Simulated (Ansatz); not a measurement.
`C=C[Si](Cl)(Cl)Cl` + H₂ → `Cl[SiH](Cl)Cl` + `C=C` at 600 K and 1 bar (hydrogenolysis of the Si–C bond).

Calculated with Ansatz (gas phase, PBE0-D4/def2-TZVP geometries, no zero-point term in ΔE). CCSD(T)/CBS adds triple-zeta CCSD(T) − MP2 to the extrapolated MP2 energy (def2 sets, frozen cores). This one scheme is used for every species. One conformer a species, not always the lowest.

| species | CCSD(T)/CBS energy (Eh) | H − E (kJ/mol) | S (J/(mol·K)) |
| --- | --- | --- | --- |
| `C=C[Si](Cl)(Cl)Cl` | -1746.47121 | 191.5 | 472.4 |
| H₂ | -1.17544 | 43.9 | 150.8 |
| `Cl[SiH](Cl)Cl` | -1669.16736 | 79.2 | 373.7 |
| `C=C` | -78.48111 | 161.6 | 257.2 |

H − E and S are ideal-gas, rigid-rotor, harmonic terms from PBE0-D4/def2-TZVP, for one conformer and one mirror image of each species. The MP2-based limit puts H₂ 0.8 mEh under its directly extrapolated value; such offsets cancel only in part. 1 Eh = 2625.50 kJ/mol, R = 8.31446 J/(mol·K).

**Question.** By hand: ΔE, ΔH, ΔS and ΔG.

**Answer.** ΔE = (-1669.16736) + (-78.48111) − (-1746.47121) − (-1.17544) = -0.00182 Eh = -4.8 kJ/mol. Δ(H − E) = 79.2 + 161.6 − 191.5 − 43.9 = 5.4, so ΔH = 0.6 kJ/mol. ΔS = 373.7 + 257.2 − 472.4 − 150.8 = 7.7 J/(mol·K). ΔG = 0.6 − 600 × (7.7)/1000 = -4.0 kJ/mol.

**Question.** By hand: the equilibrium constant, and the temperature at which ΔG would vanish if ΔH and ΔS stayed fixed.

**Answer.** log₁₀ K = −ΔG/(RT ln 10) = 0.3. ΔG = 0 at ΔH/ΔS = 78 K, though so small a ΔH makes that figure unsure.

TΔS isn't small against ΔH here. The sign of ΔG lies within the doubt. A doubt of 5 kJ/mol in ΔE shifts log₁₀ K by 0.4 here. Other conformers and mirror images would add mixing entropy, several J/(mol·K) or more a flexible species. These are equilibria of isolated gas molecules and say nothing of rates. Largest T1 diagnostic: 0.011 (customary marks: 0.02 for closed shells, 0.045 for open ones).
